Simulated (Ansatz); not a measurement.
Born–Oppenheimer molecular dynamics of H4O3Si (8 atoms, charge 0, multiplicity 1). It starts from a relaxed structure.

The calculation used Ansatz 0.2.0, RKS PBE-D4/def2-SVP.

| Property | Result |
| --- | --- |
| ensemble | NVT, Nosé–Hoover chain |
| time step | 1 fs |
| steps asked | 150 |
| set temperature | 700 K |
| thermostat | time constant 50 fs, chain length 3 |
| seed | 94756 |

First frame:

```xyz
8
Properties=species:S:1:pos:R:3
Si -0.069 -0.078 0.146
H 0.052 0.036 1.629
O 1.374 0.087 -0.676
H 1.770 -0.762 -0.941
O -1.073 1.185 -0.269
H -1.100 1.379 -1.223
O -0.630 -1.593 -0.304
H -1.417 -1.904 0.175
```

**Question.** What does the run give?

**Answer.** The run went to its last step.

| Quantity | Value |
| --- | --- |
| steps done | 150 |
| time covered | 150 fs |
| mean temperature over the second half | 768 K |
| spread of the potential energy over the second half | 14.8 meV per atom |
| mean potential energy of the second half above the start | 56.2 meV per atom |

The conserved energy stayed within 2.7 meV per atom of its start (net change 1.2 meV per atom), so the integration is sound. A run of 0.15 ps of so small a system gives no equilibrium averages.

**Question.** What happens to the structure?

**Answer.** The same pairs are bonded in the first frame and the last. Pairs count as bonded within 1.25 times the sum of covalent radii (0.12 Å more for H–H). Another seed would give other details.

**Question.** How do temperature and energy run in time?

**Answer.** 
```json
{"time (fs)": "0", "T (K)": "700", "potential energy less start (eV)": "0.000", "conserved less start (meV/atom)": "0.00"}
{"time (fs)": "5", "T (K)": "537", "potential energy less start (eV)": "0.128", "conserved less start (meV/atom)": "0.16"}
{"time (fs)": "10", "T (K)": "326", "potential energy less start (eV)": "0.300", "conserved less start (meV/atom)": "0.96"}
{"time (fs)": "15", "T (K)": "355", "potential energy less start (eV)": "0.284", "conserved less start (meV/atom)": "1.17"}
{"time (fs)": "20", "T (K)": "441", "potential energy less start (eV)": "0.227", "conserved less start (meV/atom)": "1.20"}
{"time (fs)": "25", "T (K)": "413", "potential energy less start (eV)": "0.259", "conserved less start (meV/atom)": "1.00"}
{"time (fs)": "30", "T (K)": "420", "potential energy less start (eV)": "0.265", "conserved less start (meV/atom)": "0.73"}
{"time (fs)": "35", "T (K)": "551", "potential energy less start (eV)": "0.177", "conserved less start (meV/atom)": "0.08"}
{"time (fs)": "40", "T (K)": "594", "potential energy less start (eV)": "0.170", "conserved less start (meV/atom)": "0.15"}
{"time (fs)": "45", "T (K)": "507", "potential energy less start (eV)": "0.274", "conserved less start (meV/atom)": "1.00"}
{"time (fs)": "50", "T (K)": "498", "potential energy less start (eV)": "0.313", "conserved less start (meV/atom)": "1.21"}
{"time (fs)": "55", "T (K)": "559", "potential energy less start (eV)": "0.305", "conserved less start (meV/atom)": "1.50"}
{"time (fs)": "60", "T (K)": "562", "potential energy less start (eV)": "0.344", "conserved less start (meV/atom)": "1.60"}
{"time (fs)": "65", "T (K)": "681", "potential energy less start (eV)": "0.290", "conserved less start (meV/atom)": "1.13"}
{"time (fs)": "70", "T (K)": "855", "potential energy less start (eV)": "0.195", "conserved less start (meV/atom)": "0.07"}
{"time (fs)": "75", "T (K)": "724", "potential energy less start (eV)": "0.341", "conserved less start (meV/atom)": "0.25"}
{"time (fs)": "80", "T (K)": "532", "potential energy less start (eV)": "0.526", "conserved less start (meV/atom)": "1.14"}
{"time (fs)": "85", "T (K)": "598", "potential energy less start (eV)": "0.503", "conserved less start (meV/atom)": "1.28"}
{"time (fs)": "90", "T (K)": "787", "potential energy less start (eV)": "0.393", "conserved less start (meV/atom)": "1.91"}
{"time (fs)": "95", "T (K)": "754", "potential energy less start (eV)": "0.448", "conserved less start (meV/atom)": "2.00"}
{"time (fs)": "100", "T (K)": "756", "potential energy less start (eV)": "0.461", "conserved less start (meV/atom)": "1.46"}
{"time (fs)": "105", "T (K)": "1040", "potential energy less start (eV)": "0.246", "conserved less start (meV/atom)": "0.12"}
{"time (fs)": "110", "T (K)": "1014", "potential energy less start (eV)": "0.278", "conserved less start (meV/atom)": "0.16"}
{"time (fs)": "115", "T (K)": "563", "potential energy less start (eV)": "0.641", "conserved less start (meV/atom)": "1.35"}
{"time (fs)": "120", "T (K)": "605", "potential energy less start (eV)": "0.611", "conserved less start (meV/atom)": "1.14"}
{"time (fs)": "125", "T (K)": "892", "potential energy less start (eV)": "0.399", "conserved less start (meV/atom)": "1.87"}
{"time (fs)": "130", "T (K)": "730", "potential energy less start (eV)": "0.533", "conserved less start (meV/atom)": "2.65"}
{"time (fs)": "135", "T (K)": "618", "potential energy less start (eV)": "0.613", "conserved less start (meV/atom)": "1.82"}
{"time (fs)": "140", "T (K)": "947", "potential energy less start (eV)": "0.343", "conserved less start (meV/atom)": "0.05"}
{"time (fs)": "145", "T (K)": "1067", "potential energy less start (eV)": "0.247", "conserved less start (meV/atom)": "0.11"}
{"time (fs)": "150", "T (K)": "600", "potential energy less start (eV)": "0.610", "conserved less start (meV/atom)": "1.15"}
```

The run took 2.3 min on 1 thread of Intel(R) Xeon(R) 6975P-C (Granite Rapids), on a shared host, peak memory 0.16 GiB.
